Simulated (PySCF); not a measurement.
Isomers of C5H9NO2, one GFN2-xTB conformer each. Single-point energies are computed at PBE0/pcSseg-1 (PySCF, gas phase, no added dispersion term), electronic only.

| SMILES | GFN2-xTB relative energy (kJ/mol) |
| --- | --- |
| C=C(CO)CNC=O | 60.4 |
| CO[C@@H]1C[C@H]1C(N)=O | 30.0 |
| COC/C=N\C(C)=O | 45.3 |
| C=N[C@H](C)CC(=O)O | 13.0 |
| CNC(=O)/C=C\CO | 35.9 |
| C[C@@H]1CO[C@H]1C(N)=O | 0.0 |

Conformers: `[CH2:1]=[C:2]([CH2:3][OH:4])[CH2:5][NH:6][CH:7]=[O:8]` with C1–C2–C3–O4 -107°, C2–C3–O4–H 64°, C1–C2–C5–N6 116°, C2–C5–N6–C7 -120°, C5–N6–C7–O8 -5°; `[CH3:1][O:2][C@@H:3]1[CH2:4][C@H:5]1[C:6]([NH2:7])=[O:8]` with C1–O2–C3–C4 159°, C4–C5–C6–N7 -146°, C5–C6–N7–H 6° and 178°; `[CH3:1][O:2][CH2:3]/[CH:4]=[N:5]\[C:6]([CH3:7])=[O:8]` with C1–O2–C3–C4 -90°, O2–C3–C4–N5 -4°, C4–N5–C6–C7 -95°; `[CH2:1]=[N:2][C@H:3]([CH3:4])[CH2:5][C:6](=[O:7])[OH:8]` with C1–N2–C3–C4 -112°, N2–C3–C5–C6 -172°, C3–C5–C6–O7 17°, C5–C6–O8–H -179°; `[CH3:1][NH:2][C:3](=[O:4])/[CH:5]=[CH:6]\[CH2:7][OH:8]` with C1–N2–C3–O4 0°, N2–C3–C5–C6 179°, C5–C6–C7–O8 48°, C6–C7–O8–H -62°; `[CH3:1][C@@H:2]1[CH2:3][O:4][C@H:5]1[C:6]([NH2:7])=[O:8]` with O4–C5–C6–N7 -3°, C5–C6–N7–H -5° and -178°.

Q: What does PBE0/pcSseg-1 give for the same structures?

A: 
| SMILES | PBE0/pcSseg-1 E (Eh) | PBE0/pcSseg-1 (kJ/mol) | GFN2-xTB (kJ/mol) | point group |
| --- | --- | --- | --- | --- |
| C=N[C@H](C)CC(=O)O | -400.64718 | 0.0 | 13.0 | C1 |
| C[C@@H]1CO[C@H]1C(N)=O | -400.64218 | 13.1 | 0.0 | C1 |
| CNC(=O)/C=C\CO | -400.64142 | 15.1 | 35.9 | C1 |
| CO[C@@H]1C[C@H]1C(N)=O | -400.62979 | 45.7 | 30.0 | C1 |
| C=C(CO)CNC=O | -400.62929 | 47.0 | 60.4 | C1 |
| COC/C=N\C(C)=O | -400.61339 | 88.7 | 45.3 | C1 |

GFN2-xTB puts C[C@@H]1CO[C@H]1C(N)=O lowest instead; measured from each level's own lowest isomer, the values differ by up to 43.4 kJ/mol (COC/C=N\C(C)=O: 45.3 against 88.7). As drawn, the lowest has an O–H bond and a C(=O)–O unit, which the highest lacks; the highest has a C(=O)–N unit, which the lowest lacks. Neighbours under 10 kJ/mol apart (C[C@@H]1CO[C@H]1C(N)=O and CNC(=O)/C=C\CO; CO[C@@H]1C[C@H]1C(N)=O and C=C(CO)CNC=O) can change places with a better method, another conformer or zero-point energy.

Q: Which frontier levels, dipoles and rotational constants go with these structures?

A: 
| SMILES | HOMO (eV, PBE0/pcSseg-1) | LUMO (eV) | dipole (D) | A, B, C (MHz) |
| --- | --- | --- | --- | --- |
| C=N[C@H](C)CC(=O)O | -7.32 | -0.28 | 0.67 | 4336, 1086, 1016 |
| C[C@@H]1CO[C@H]1C(N)=O | -7.02 | 0.77 | 2.88 | 3367, 1687, 1239 |
| CNC(=O)/C=C\CO | -7.18 | -1.23 | 5.08 | 4786, 1181, 986.4 |
| CO[C@@H]1C[C@H]1C(N)=O | -7.15 | 0.81 | 3.61 | 3740, 1235, 1113 |
| C=C(CO)CNC=O | -7.27 | -0.32 | 3.89 | 3324, 1306, 1058 |
| COC/C=N\C(C)=O | -7.11 | -0.67 | 3.81 | 2845, 1753, 1435 |
